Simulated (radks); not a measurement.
Q: Radial electron density D(r) = 4 pi r^2 rho(r) of an atom or ion with 29 electrons. All-electron calculation, scalar-relativistic Kohn-Sham, PBE, spin-unpolarised, spherical densities, point nucleus. Program: a radial shooting solver on a logarithmic mesh with Libxc functionals.

```
   r/bohr * D(r) (the largest magnitude, 122, reaches the edge; | marks zero)
 0.001329 |   *
 0.001676 |     *
 0.002131 |       *
 0.002709 |          *
 0.003444 |              *
 0.004378 |                   *
 0.005566 |                         *
 0.007019 |                               *
 0.008923 |                                    *
  0.01134 |                                        *
  0.01442 |                                         *
  0.01833 |                                       *
   0.0233 |                                    *
  0.02963 |                                    *
  0.03736 |                                         *
   0.0475 |                                                 *
  0.06038 |                                                      *
  0.07676 |                                                  *
  0.09758 |                                          *
    0.124 |                                       *
   0.1564 |                                            *
   0.1989 |                                           *
   0.2528 |                            *
   0.3214 |           *
   0.4086 |   *
   0.5194 |*
    0.655 *
   0.8327 *
    1.059 *
```

What is the nuclear charge?

A: Z = 69. The innermost maximum, from 1s, lies near gamma/Z bohr with gamma = sqrt(1 - (Z/c)^2) = 0.864, here 0.0125 bohr (found: 0.0136), and its height grows with Z. The density is that of the thulium ion Tm40+ in [Ar] 3d10 4s1; the configuration itself is not fixed sharply by these data, and Z only to a few units. D(r) has 3 maxima, at r = 0.0136, 0.0618, 0.175 bohr, and minima at 0.0267, 0.116 bohr, inside which lie 1.94, 11.22 electrons.
